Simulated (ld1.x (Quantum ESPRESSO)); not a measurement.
## Before and after: TM potential for magnesium

ld1.x (Quantum ESPRESSO) 7.5 input, shortened:

```
&input
   title='Mg', zed=12., rel=1, dft='PBESOL', iswitch=3,
   config='[Ne] 3s1.75 3p0.25'
 /
 &inputp
   pseudotype=2, tm=.true., lloc=1,
   nlcc=.false.
 /
2
3S  1  0   1.75   0.00  2.20  2.20  0.0
3P  2  1   0.25   0.00  3.85  3.85  0.0
 &test
   configts(1)='3s1.75 3p0.25'
 /
```

All-electron outer shells of the reference configuration (PBEsol, scalar-relativistic, ld1.x):

| shell | level (eV) | outermost node (bohr) | outermost maximum (bohr) |
| --- | --- | --- | --- |
| 2s | -80.14 | 0.18 | 0.55 |
| 2p | -47.09 | – | 0.48 |
| 3s | -4.94 | 0.90 | 2.53 |
| 3p | -1.52 | 0.96 | 3.46 |

Change: functional LDA (PZ).

Cutoffs: the cutoffs (Ry, on a coarse ladder) from which the occupation-weighted sum of valence levels, in a spherical-Bessel basis at the reference potential, stays within 10 and 1 mRy of its value at 400 Ry; they do not see the model core or the augmentation charge, which bear on the density cutoff. Errors are all-electron minus pseudo energies relative to the spin-unpolarised reference configuration.

Problem. How do hardness, ghosts and transferability respond?

Solution. The potential gets harder (6 Ry and 18 Ry → 8 Ry and 18 Ry); the number of tests with a reliable result goes from 6 to 8; of the 6 tests that both files solve, the error grows in 5 and shrinks in 0 by more than 15 % and 0.3 meV (median size 2.8 → 13.5 meV); neither file shows a bound ghost.

```csv
quantity,base,changed
"cutoff, loose",6 Ry,8 Ry
"cutoff, tight",18 Ry,18 Ry
bound ghosts,none,none
"error for 3s2 3p0, meV [ΔE -0.85 → -0.86 eV]",+0.3,+0.7
"error for 3s1 3p0, meV [ΔE 7.07 → 7.21 eV]",-0.7,+19
"error for 3s1.5 3p0, meV [ΔE 2.28 → 2.33 eV]",-1.0,+1.2
"error for 3s1 3p1, meV [ΔE 2.62 → 2.66 eV]",+4.5,+7.9
"error for 3s0 3p1, meV [ΔE 11.38 → 11.61 eV]",+62,+100
"error for 3s0 3p2, meV [ΔE 6.28 → 6.41 eV]",+35,+55
s: phases at 4.20 bohr within 0.05 rad from the reference energy up to (Ry; the scan ends near 5),0.8,0.8
p: phases at 4.20 bohr within 0.05 rad from the reference energy up to (Ry; the scan ends near 5),1.1,1.1
```
